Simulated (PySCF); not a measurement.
# How methods differ on the excitation energy of Pd

Pd [Kr] 4d10 (1S) → Pd [Kr] 4d9 5p1 (high-spin determinant), as a difference of total energies. All numbers are calculated (PySCF 2.14, a scalar-relativistic core potential, in aug-cc-pVDZ-PP with ECP28MDF). Correlated levels: valence: 4s2 4p6 frozen. The calculations carry no spin-orbit coupling.

```
           method  excitation energy (eV)
              UHF                   2.876
    MP2 (valence)                   4.725
SCS-MP2 (valence)                   4.595
   CCSD (valence)                   4.203
CCSD(T) (valence)                   4.316
```

Task: How much does correlation contribute at CCSD(T) (valence)?

Result: 4.316 − (2.876) = 1.440 eV, measured against UHF.

The determinant of the upper state mixes LS terms, which raises its energy above the lowest term, most at the Hartree-Fock and MP2 levels.
